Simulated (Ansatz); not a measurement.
C6H16Ge⁺, that is GeEt2Me2 with one electron fewer. The state is a doublet with charge 1. Geometry r2SCAN-D4/def2-SVP, that of the neutral singlet; atoms count from 1.

```tsv
atom	x (Å)	y (Å)	z (Å)
Ge1	-0.260	0.210	-0.264
C2	-1.246	0.852	1.313
C3	-1.285	-0.142	2.474
H4	-2.271	1.106	0.987
H5	-0.786	1.805	1.634
H6	-1.848	0.250	3.338
H7	-1.764	-1.091	2.179
H8	-0.272	-0.389	2.833
C9	1.628	-0.091	0.209
C10	2.492	-0.560	-0.963
H11	1.661	-0.830	1.030
H12	2.025	0.850	0.631
H13	3.542	-0.723	-0.665
H14	2.123	-1.510	-1.385
H15	2.499	0.178	-1.783
C16	-0.374	1.547	-1.694
H17	0.132	1.195	-2.607
H18	0.097	2.493	-1.384
H19	-1.426	1.754	-1.947
C20	-1.047	-1.474	-0.889
H21	-0.567	-1.809	-1.822
H22	-2.124	-1.349	-1.088
H23	-0.928	-2.271	-0.138
```

Estimate the Mulliken populations from the PBE0/def2-TZVP orbitals of Ansatz.


```tsv
atom	charge (e)	spin (α − β)
Ge1	0.19	0.13
C2	-0.20	0.31
C3	-0.39	0.01
H4	0.20	0.03
H5	0.18	0.00
H6	0.20	0.05
H7	0.17	0.00
H8	0.16	0.01
C9	-0.20	0.32
C10	-0.39	0.03
H11	0.18	0.00
H12	0.18	0.00
H13	0.21	0.06
H14	0.17	0.00
H15	0.17	0.00
C16	-0.43	-0.01
H17	0.18	0.01
H18	0.17	0.00
H19	0.18	0.01
C20	-0.45	0.00
H21	0.18	0.01
H22	0.18	0.01
H23	0.17	0.00
```
Mulliken values depend strongly on the basis.

Where does the spin sit?

Summed by element: Ge 0.13, C 0.67, H 0.20, of 1 unpaired in all. Largest on single atoms: C9 0.32, C2 0.31, Ge1 0.13.

And the Mayer bond orders between heavy atoms (over 0.3)?

Ge1–C2 0.77 (1.97 Å); Ge1–C9 0.74 (1.97 Å); Ge1–C16 1.05 (1.96 Å); Ge1–C20 1.04 (1.96 Å); C2–C3 1.03 (1.53 Å); C9–C10 1.03 (1.53 Å).
